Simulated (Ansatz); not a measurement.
A run for Ansatz (a first-principles code): R-CCSD(T)/cc-pVTZ on C2H4F2 (SMILES FCCF), a point of a torsion scan.

Ansatz 0.2 input:
```yaml
crystal:
  periodic: [false, false, false]
  atoms:
    - {symbol: F, position_ang: [1.36041531, 0.67450375, -0.83183507]}
    - {symbol: C, position_ang: [0.74785714, -0.15236181, 0.07004561]}
    - {symbol: C, position_ang: [-0.76326402, 0.03492247, -0.02685288]}
    - {symbol: F, position_ang: [-1.37568818, -0.79197875, 0.87509236]}
    - {symbol: H, position_ang: [1.11479308, 0.11476084, 1.06615795]}
    - {symbol: H, position_ang: [1.03380635, -1.17996961, -0.17585884]}
    - {symbol: H, position_ang: [-1.04929167, 1.06249628, 0.21912656]}
    - {symbol: H, position_ang: [-1.13022003, -0.23224159, -1.02297226]}
basis:
  gaussian:
    orbitals: cc-pVTZ
magnetization: {spin_polarized: false}
correlation: {method: ccsd_t, electrons: outside_noble_gas}
scf: {lower_state_search: off}
```

Task: What total energy does the run end on?

Result: -277.9271 hartree (reference determinant -277.0344, T1 diagnostic 0.010).

Task: How many basis functions does it have, and what does it roughly cost on one machine?

Result: 176 functions; roughly 60 core-seconds.
